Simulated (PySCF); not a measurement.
Broadened absorption spectrum of C7H14OSi

C₇H₁₄OSi.
InChI=1S/C7H14OSi/c1-6-7(2)8-9(3,4)5/h6H,1-2H2,3-5H3

Method used: TDDFT wB97X-D/def2-SVPD, vertical, gas phase, core orbitals frozen in the response in PySCF 2.14.0, density-fitted response routines. Isolated species at its PBE0-D3(BJ)/def2-SVP geometry (one conformer only). Torsions of this conformer, `[CH2:1]=[CH:2][C:3](=[CH2:4])[O:5][Si:6]([CH3:7])([CH3:8])[CH3:9]`: C1–C2–C3–C4 179°, C2–C3–O5–Si6 178°, C3–O5–Si6–C7 -62°.

Broadening: Gaussians 0.3 eV wide at half height, area fixed by f = 4.319×10⁻⁹ ∫ε dν̃. The width is an assumption, not a result. The curve ends short of the highest state used, and states not computed would add to its high-energy end.

(λ (nm), ε (L mol⁻¹ cm⁻¹)): (165.4, 5641), (167.2, 4615), (169.0, 3454), (170.8, 2815), (172.6, 2707), (174.4, 3360), (176.2, 5570), (178.0, 9737), (179.8, 14302), (181.6, 16257), (183.5, 13904), (185.3, 9191), (187.1, 4791), (188.9, 2045), (190.7, 774), (192.5, 298), (194.3, 128), (196.1, 59), (197.9, 25), (199.7, 10), (201.5, 4), (203.3, 4), (205.1, 19), (207.0, 95), (208.8, 353), (210.6, 1096), (212.4, 2862), (214.2, 6333), (216.0, 11968), (217.8, 19458), (219.6, 27414), (221.4, 33696), (223.2, 36369), (225.0, 34679), (226.8, 29387), (228.6, 22253), (230.5, 14773), (232.3, 9025), (234.1, 5004), (235.9, 2529), (237.7, 1171), (239.5, 498), (241.3, 196), (243.1, 71)

Q: Where are the band maxima, and which computed states make them?

A: 223 nm (5.55 eV), ε about 36000, made up of S1 (100%); 182 nm (6.83 eV), ε about 16000, made up of S3 (99%) (ε in L mol⁻¹ cm⁻¹; maxima over ε = 5, shares over 10%). At its high-energy end, 7.50 eV, the curve is still rising (ε about 5700, from S7). The states used: S1 5.55 eV (f 0.405); S2 6.51 eV (f 0.0017); S3 6.83 eV (f 0.179); S4 7.08 eV (f 0.0038); S5 7.12 eV (f 0.013); S6 7.30 eV (f 0.017); S7 7.53 eV (f 0.058); S8 7.79 eV (f 0.024); S9 7.87 eV (f 0.0000); S10 8.10 eV (f 0.039).

Q: On this curve, what absorbance would a 10⁻³ mol/L sample give at 222 nm over a 1 cm path?

A: 222 nm is 5.585 eV, where ε is about 35000 L mol⁻¹ cm⁻¹, so A = ε c l ≈ 35 (Beer–Lambert, with the gas-phase spectrum and the assumed width).

Q: Does any computed singlet lie in the visible range?

A: No computed singlet lies in the visible range (380 to 750 nm); the lowest, at 223 nm, stands 2.29 eV above its violet end (3.26 eV).

Q: What would ε be at 5.55 eV, the highest of these maxima, with half the width (0.15 eV)?

A: About 72800 L mol⁻¹ cm⁻¹ against 36400, a factor of about 2.00; a lone state at its own centre would give exactly 2.

All these states lie below the vertical ionisation energy of 8.18 eV (ΔSCF).

Hardware: an Arm Neoverse V2 with one thread, shared host. Cost: 3.9 min wall.
